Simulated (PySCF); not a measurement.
B3LYP has the VWN-RPA correlation part, as in Gaussian. 

Species: [Mo(CH3)6] (charge 0, multiplicity 1).

Question: Predict the HOMO–LUMO gap, dipole moment and charge on the central atom (Mulliken) from B3LYP-D3(BJ)/def2-TZVP // BP86-D3(BJ)/def2-SVP run with PySCF 2.14.0.

Answer: 
- HOMO–LUMO gap = 4.43 eV
- dipole moment = 0.285 e·Å
- charge on the central atom (Mulliken) = 1.05 e
